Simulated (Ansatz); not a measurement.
Conformers of FH$_{5}$O$_{3}$Si$_{2}$ (`O[SiH](O)[SiH](O)F`), each relaxed with PBE0-D4/def2-TZVP in Ansatz. CBS adds the triple-zeta coupled-cluster correction to the MP2 limit.

Not all of them had a frequency check.

Conformer A:

```xyz
11

O     0.312   -0.636    2.117
Si    0.158   -0.885    0.498
O    -1.419   -1.012    0.009
Si    0.784    0.955   -0.830
O    -0.597    1.763   -1.181
F     1.484    0.408   -2.164
H    -0.011    0.189    2.482
H     0.881   -2.162    0.277
H    -1.922   -1.784    0.273
H     1.716    1.947   -0.246
H    -1.386    1.217   -1.235
```

Conformer B:

Z-matrix (Å, degrees):
```
Si
O 1 1.644
Si 1 2.354 2 105.3
O 1 1.649 2 113.8 3 119.3
H 1 1.486 2 110.9 3 -124.9
H 2 0.959 1 118.4 3 173.8
O 3 1.638 1 112.4 2 -158.1
F 3 1.610 1 104.3 2 83.0
H 3 1.479 1 117.7 2 -35.7
H 4 0.960 1 116.7 2 -67.6
H 7 0.958 3 118.7 1 -42.4
```

Task: Which is lowest in electronic energy at CCSD(T)/CBS (frozen core, def2 sets), and by how much? (Best estimate.)

Result: Computed: A; B lies 2.7 kJ/mol higher.

Task: Give the energies relative to A (kJ/mol) with PBE-D4/def2-TZVPP, r2SCAN-D4/def2-TZVPP, B2PLYP/def2-TZVPP, PBE/def2-TZVPP, PBE0/def2-TZVPP, CCSD/def2-TZVPP, SCS-MP2/def2-QZVPP. (An estimate is asked.)

Result: The calculation gave: 
| level | B |
| --- | --- |
| PBE-D4/def2-TZVPP | 2.9 |
| r2SCAN-D4/def2-TZVPP | 3.0 |
| B2PLYP/def2-TZVPP | 2.2 |
| PBE/def2-TZVPP | 2.5 |
| PBE0/def2-TZVPP | 2.4 |
| CCSD/def2-TZVPP | 2.3 |
| SCS-MP2/def2-QZVPP | 2.2 |
